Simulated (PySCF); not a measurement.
F6Mo, charge -1, doublet, at a GFN2-xTB geometry (such geometries of metal compounds can be far from the true shape) (the multiplicity is a formal guess) (all electrons, no relativity), with bond 7-1 at 1.6 times its length; CAMB3LYP/3-21G run with PySCF.

The PySCF input:
```python
from pyscf import gto, scf, dft

mol = gto.M(
    atom='''
Mo   -0.000000   -0.000000   -0.000000
F     1.140238   -0.481208   -1.451712
F    -1.140238    0.481208    1.451712
F    -1.112596    0.749366   -1.122278
F    -0.930779   -1.655156   -0.182429
F     0.930779    1.655156    0.182429
F     1.780153   -1.198985    1.795644
''',
    basis='3-21g',
    charge=-1,
    spin=1,
    verbose=4,
)

mf = dft.UKS(mol)
mf.xc = 'camb3lyp'
mf.level_shift = 0.3
mf.max_cycle = 100
mf.kernel()
mf.analyze()
```

The log (banner, timings and long lists left out):

```
PySCF version 2.14.0

[INPUT] verbose = 4
[INPUT] num. atoms = 7
[INPUT] num. electrons = 97
[INPUT] charge = -1
[INPUT] spin (= nelec alpha-beta = 2S) = 1
[INPUT] symmetry False subgroup None
[INPUT] Mole.unit = angstrom
[INPUT] Symbol           X                Y                Z      unit          X                Y                Z       unit  Magmom
[...]
nuclear repulsion = 817.591816988122
number of shells = 44
number of NR pGTOs = 171
number of NR cGTOs = 90
basis = 3-21g
ecp = {}

******** <class 'pyscf.dft.uks.UKS'> ********
method = UKS
initial guess = minao
damping factor = 0
level_shift factor = 0.3
DIIS = <class 'pyscf.scf.diis.CDIIS'>
diis_start_cycle = 1
diis_space = 8
diis_damp = 0
SCF conv_tol = 1e-09
SCF conv_tol_grad = None
SCF max_cycles = 100
direct_scf = True
direct_scf_tol = 1e-13
number electrons alpha = 49  beta = 48
XC library pyscf.dft.libxc version 7.1.2
    S. Lehtola, C. Steigemann, M. J. T. Oliveira, and M. A. L. Marques,  SoftwareX 7, 1–5 (2018)
XC functionals = camb3lyp
    T. Yanai, D. P. Tew, and N. C. Handy,  Chem. Phys. Lett. 393, 51 (2004)
radial grids:
    Treutler-Ahlrichs [JCP 102, 346 (1995); DOI:10.1063/1.469408] (M4) radial grids

becke partition: Becke, JCP 88, 2547 (1988); DOI:10.1063/1.454033
pruning grids: <function nwchem_prune>
grids dens level: 3
symmetrized grids: False
atomic radii adjust function: <function treutler_atomic_radii_adjust>
small_rho_cutoff = 0
Set gradient conv threshold to 3.16228e-05
tot grids = 108016
init E= -4547.80398727523

cycle= 1 E= -4553.78932896035  delta_E= -5.99  |g|= 1.49  |ddm|= 1.89
cycle= 2 E= -4540.10418205406  delta_E= 13.7  |g|= 4.08  |ddm|= 3.51
cycle= 3 E= -4554.05094166064  delta_E= -13.9  |g|=  1.6  |ddm|= 2.97
cycle= 4 E= -4554.76067581926  delta_E= -0.71  |g|= 0.412  |ddm|= 0.619
cycle= 5 E= -4554.83350347902  delta_E= -0.0728  |g|= 0.118  |ddm|= 0.318
cycle= 6 E= -4554.84322936958  delta_E= -0.00973  |g|= 0.0529  |ddm|= 0.14
cycle= 7 E= -4554.84465101011  delta_E= -0.00142  |g|= 0.0185  |ddm|= 0.0474
cycle= 8 E= -4554.844962813  delta_E= -0.000312  |g|= 0.00838  |ddm|= 0.0241
cycle= 9 E= -4554.84514633924  delta_E= -0.000184  |g|= 0.0071  |ddm|= 0.0196
cycle= 10 E= -4554.84529716643  delta_E= -0.000151  |g|= 0.0062  |ddm|= 0.0193
cycle= 11 E= -4554.84541507307  delta_E= -0.000118  |g|= 0.00488  |ddm|= 0.0179
cycle= 12 E= -4554.84552015747  delta_E= -0.000105  |g|= 0.00386  |ddm|= 0.0165
cycle= 13 E= -4554.84564276644  delta_E= -0.000123  |g|= 0.00351  |ddm|= 0.0223
cycle= 14 E= -4554.84571875541  delta_E= -7.6e-05  |g|= 0.00325  |ddm|= 0.0144
cycle= 15 E= -4554.84579544952  delta_E= -7.67e-05  |g|= 0.00315  |ddm|= 0.0149
cycle= 16 E= -4554.8458524367  delta_E= -5.7e-05  |g|= 0.00319  |ddm|= 0.0109
cycle= 17 E= -4554.84588040064  delta_E= -2.8e-05  |g|= 0.00366  |ddm|= 0.00576
cycle= 18 E= -4554.84589330756  delta_E= -1.29e-05  |g|= 0.00425  |ddm|= 0.00313
cycle= 19 E= -4554.84590168101  delta_E= -8.37e-06  |g|= 0.00462  |ddm|= 0.00195
cycle= 20 E= -4554.84590975903  delta_E= -8.08e-06  |g|= 0.0048  |ddm|= 0.0019
cycle= 21 E= -4554.84591034167  delta_E= -5.83e-07  |g|= 0.00523  |ddm|= 0.000996
cycle= 22 E= -4554.84592539947  delta_E= -1.51e-05  |g|= 0.00486  |ddm|= 0.00293
cycle= 23 E= -4554.84593285805  delta_E= -7.46e-06  |g|= 0.00486  |ddm|= 0.00143
cycle= 24 E= -4554.84592730309  delta_E= 5.55e-06  |g|= 0.00512  |ddm|= 0.000973
cycle= 25 E= -4554.84592093476  delta_E= 6.37e-06  |g|= 0.00553  |ddm|= 0.00189
cycle= 26 E= -4554.84590982775  delta_E= 1.11e-05  |g|= 0.00588  |ddm|= 0.00203
cycle= 27 E= -4554.84594271596  delta_E= -3.29e-05  |g|= 0.0046  |ddm|= 0.00538
cycle= 28 E= -4554.84596307086  delta_E= -2.04e-05  |g|= 0.00439  |ddm|= 0.00357
cycle= 29 E= -4554.84600677244  delta_E= -4.37e-05  |g|= 0.00401  |ddm|= 0.00794
cycle= 30 E= -4554.84604715611  delta_E= -4.04e-05  |g|= 0.0039  |ddm|= 0.00698
cycle= 31 E= -4554.84588166722  delta_E= 0.000165  |g|= 0.00932  |ddm|= 0.0253
[...]
SCF not converged.
Total Energy =                       -4554.845209250290281
[...]
spin_pop of  0 Mo 2pz      -0.00000
spin_pop of  0 Mo 3px      -0.00000
spin_pop of  0 Mo 3py      -0.00000
spin_pop of  0 Mo 3pz      -0.00000
spin_pop of  0 Mo 4px       0.00002
spin_pop of  0 Mo 4py       0.00003
spin_pop of  0 Mo 4pz       0.00001
spin_pop of  0 Mo 5px      -0.00215
spin_pop of  0 Mo 5py      -0.00094
spin_pop of  0 Mo 5pz      -0.00298
spin_pop of  0 Mo 6px      -0.00059
spin_pop of  0 Mo 6py      -0.00045
spin_pop of  0 Mo 6pz      -0.00081
spin_pop of  0 Mo 3dxy      0.00000
spin_pop of  0 Mo 3dyz      0.00000
spin_pop of  0 Mo 3dz^2    -0.00000
spin_pop of  0 Mo 3dxz      0.00000
spin_pop of  0 Mo 3dx2-y2    0.00000
spin_pop of  0 Mo 4dxy      0.06319
spin_pop of  0 Mo 4dyz      0.21183
spin_pop of  0 Mo 4dz^2    -0.04407
spin_pop of  0 Mo 4dxz      0.10784
spin_pop of  0 Mo 4dx2-y2    0.35708
spin_pop of  0 Mo 5dxy      0.00204
spin_pop of  0 Mo 5dyz      0.00591
spin_pop of  0 Mo 5dz^2    -0.00025
spin_pop of  0 Mo 5dxz      0.00301
spin_pop of  0 Mo 5dx2-y2    0.01044
spin_pop of  1 F 1s        0.00000
spin_pop of  1 F 2s        0.00006
spin_pop of  1 F 3s        0.00001
spin_pop of  1 F 2px      -0.01014
spin_pop of  1 F 2py      -0.00850
spin_pop of  1 F 2pz      -0.01089
spin_pop of  1 F 3px       0.00000
spin_pop of  1 F 3py       0.00001
spin_pop of  1 F 3pz       0.00002
spin_pop of  2 F 1s        0.00000
spin_pop of  2 F 2s        0.00006
spin_pop of  2 F 3s        0.00001
spin_pop of  2 F 2px      -0.01115
spin_pop of  2 F 2py      -0.00787
spin_pop of  2 F 2pz      -0.01052
spin_pop of  2 F 3px       0.00002
spin_pop of  2 F 3py       0.00001
spin_pop of  2 F 3pz       0.00001
spin_pop of  3 F 1s       -0.00000
spin_pop of  3 F 2s        0.00085
spin_pop of  3 F 3s       -0.00004
spin_pop of  3 F 2px       0.01864
spin_pop of  3 F 2py       0.05893
spin_pop of  3 F 2pz      -0.00934
spin_pop of  3 F 3px       0.00016
spin_pop of  3 F 3py       0.00049
spin_pop of  3 F 3pz      -0.00008
spin_pop of  4 F 1s       -0.00000
spin_pop of  4 F 2s        0.00070
spin_pop of  4 F 3s       -0.00003
spin_pop of  4 F 2px       0.03252
spin_pop of  4 F 2py       0.00991
spin_pop of  4 F 2pz       0.03208
spin_pop of  4 F 3px       0.00009
spin_pop of  4 F 3py       0.00009
spin_pop of  4 F 3pz       0.00009
spin_pop of  5 F 1s       -0.00000
spin_pop of  5 F 2s        0.00070
spin_pop of  5 F 3s       -0.00003
spin_pop of  5 F 2px       0.02923
spin_pop of  5 F 2py       0.01506
spin_pop of  5 F 2pz       0.03023
spin_pop of  5 F 3px       0.00013
spin_pop of  5 F 3py       0.00003
spin_pop of  5 F 3pz       0.00011
spin_pop of  6 F 1s       -0.00000
spin_pop of  6 F 2s        0.00042
spin_pop of  6 F 3s       -0.00008
spin_pop of  6 F 2px       0.04086
spin_pop of  6 F 2py       0.01916
spin_pop of  6 F 2pz       0.06853
spin_pop of  6 F 3px      -0.00009
spin_pop of  6 F 3py      -0.00006
spin_pop of  6 F 3pz      -0.00012
 ** Mulliken Spin Density (per atom)  **
spin density of  0 Mo =      0.70973
spin density of  1 F =     -0.02943
spin density of  2 F =     -0.02943
spin density of  3 F =      0.06960
spin density of  4 F =      0.07545
spin density of  5 F =      0.07545
spin density of  6 F =      0.12862
 ** Mulliken pop alpha/beta on meta-lowdin orthogonal AOs **
 ** Mulliken pop       alpha | beta **
In total            49.00000 | 48.00000
 ** Mulliken atomic charges   ( Nelec_alpha | Nelec_beta ) **
charge of  0Mo =      1.32800  (    20.69086     19.98114 )
charge of  1F =     -0.35988  (     4.66523      4.69465 )
charge of  2F =     -0.35988  (     4.66523      4.69465 )
charge of  3F =     -0.29452  (     4.68206      4.61246 )
charge of  4F =     -0.38792  (     4.73169      4.65624 )
charge of  5F =     -0.38793  (     4.73169      4.65624 )
charge of  6F =     -0.53787  (     4.83324      4.70463 )

WARN: System has nonzero charge -1; the dipole moment is origin-dependent.
Location of origin: [0. 0. 0.]

Dipole moment(X, Y, Z, Debye): -3.01451,  2.03033, -3.04079
```

The run did not converge; its last values are not results.
